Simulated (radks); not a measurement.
The nuclear charge of the silicon ion Si2+ is varied continuously with 12 electrons held in [Ne] 3s2. All-electron calculation, scalar-relativistic Kohn-Sham, PBE, spin-polarised, spherical densities, finite nucleus; Fermi nuclear charge, rms radius 3.1224 fm. Program: a radial shooting solver on a logarithmic mesh with Libxc functionals. By the Hellmann-Feynman theorem dE/dZ = E(electron-nucleus)/Z, the electronic potential at the nucleus (averaged over a nucleus of fixed radius). The scalar-relativistic energy here is not variational (the density holds large components alone), so the two differ by a part that grows with Z.

| Z | E (hartree) | E(electron-nucleus)/Z (hartree) | HOMO | e(HOMO) (eV) | <r> HOMO (bohr) |
|---|---|---|---|---|---|
| 13.5 | -265.18201 | -46.4834 | 3s | -21.243 | 2.139 |
| 13.75 | -276.93913 | -47.5558 | 3s | -24.784 | 2.040 |
| 14 | -288.96448 | -48.6280 | 3s | -28.536 | 1.951 |
| 14.25 | -301.25803 | -49.7000 | 3s | -32.497 | 1.871 |
| 14.5 | -313.81976 | -50.7720 | 3s | -36.665 | 1.798 |
| 14.75 | -326.64968 | -51.8441 | 3s | -41.037 | 1.732 |
| 15 | -339.74781 | -52.9162 | 3s | -45.613 | 1.670 |

The central difference of E at Z = 14 is -48.638 hartree, to compare with the third column; the second derivative is -4.29 hartree.
